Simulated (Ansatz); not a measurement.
```yaml
crystal:
  periodic: [false, false, false]
  atoms:
    - {symbol: C, position_ang: [-0.472610, -0.383942, 1.480974]}
    - {symbol: C, position_ang: [0.370425, 0.212241, 0.644617]}
    - {symbol: Si, position_ang: [0.200871, 0.167144, -1.183365]}
    - {symbol: Cl, position_ang: [-1.437071, -0.908973, -1.735762]}
    - {symbol: Cl, position_ang: [1.853143, -0.675510, -2.026103]}
    - {symbol: Cl, position_ang: [0.023644, 2.056734, -1.923844]}
    - {symbol: H, position_ang: [-0.337853, -0.334022, 2.557140]}
    - {symbol: H, position_ang: [-1.330523, -0.945376, 1.125182]}
    - {symbol: H, position_ang: [1.218474, 0.765406, 1.043964]}
basis:
  gaussian: {orbitals: cc-pVTZ-DK}
hamiltonian: {xc: {name: r2SCAN0}}
multiplicity: 3
output: {forces: true}
```

```sh
$ ansatz run in.yaml --threads 4 --pin off --events-out ev --progress --plain --max-ram 10444MiB
```

Output, abridged:

```
Error: YAML parse error: error: line 16 column 1: unknown field `multiplicity`, expected one of crystal, accuracy, basis, kpoints, hamiltonian, magnetization, projection, total_charge, correlation, batch, efield, external_charges, scf, relax, neb, saddle, md, ramp, phonons, dielectric, real_time, elastic, magnetic_configurations, gw, evaluate, workflow, output, checkpoint, execution
14 |   gaussian: {orbitals: cc-pVTZ-DK}
15 | hamiltonian: {xc: {name: r2SCAN0}}
16 | multiplicity: 3
17 | output: {forces: true}
```

Question: What is wrong with this run?

Answer: The input holds a key that doesn't belong there. The input was rejected before any iteration.
